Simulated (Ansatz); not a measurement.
`C[NH][SnH]([F])[Cl]` + HCl → `C[NH][SnH]([Cl])[Cl]` + H–F at 600 K and 1 bar (ligand exchange at the Sn–F bond).

Program: Ansatz. Geometries: PBE0-D4/def2-TZVP. ΔE: electronic, gas phase. CBS: MP2 limit from def2 TZ/QZ plus the TZ coupled-cluster correction, frozen cores. This one scheme is used for every species. def2 core potentials past Kr. For Sn outer-core shells are correlated without core-valence functions, which leaves a few kJ/mol of doubt a bond. One conformer a species, not always the lowest.

```
               species  CCSD(T)/CBS energy (Eh)  H − E (kJ/mol)  S (J/(mol·K))
 `C[NH][SnH]([F])[Cl]`               -869.43527           233.2          479.4
                   HCl               -460.38127            35.4          207.2
`C[NH][SnH]([Cl])[Cl]`              -1229.43487           232.5          489.0
                   H–F               -100.39570            42.3          194.0
```

H − E and S are ideal-gas, rigid-rotor, harmonic terms from PBE0-D4/def2-TZVP, for one conformer and one mirror image of each species. 1 Eh = 2625.50 kJ/mol, R = 8.31446 J/(mol·K).

Question: By hand: ΔE, ΔH, ΔS and ΔG.

Answer: ΔE = (-1229.43487) + (-100.39570) − (-869.43527) − (-460.38127) = -0.01403 Eh = -36.8 kJ/mol. Δ(H − E) = 232.5 + 42.3 − 233.2 − 35.4 = 6.2, so ΔH = -30.6 kJ/mol. ΔS = 489.0 + 194.0 − 479.4 − 207.2 = -3.6 J/(mol·K). ΔG = -30.6 − 600 × (-3.6)/1000 = -28.4 kJ/mol.

Question: By hand: the equilibrium constant, and the temperature at which ΔG would vanish if ΔH and ΔS stayed fixed.

Answer: log₁₀ K = −ΔG/(RT ln 10) = 2.5. ΔG = 0 at ΔH/ΔS = 8500 K, far beyond where these terms or the molecules hold.

The number of gas molecules stays the same, so ΔS is small and ΔH decides. A doubt of 5 kJ/mol in ΔE shifts log₁₀ K by 0.4 here. Other conformers and mirror images would add mixing entropy, several J/(mol·K) or more a flexible species. Modes under 60 cm⁻¹, often nearly free rotors, make the harmonic entropy too high. These are equilibria of isolated gas molecules and say nothing of rates. Largest T1 diagnostic: 0.013 (customary marks: 0.02 for closed shells, 0.045 for open ones).
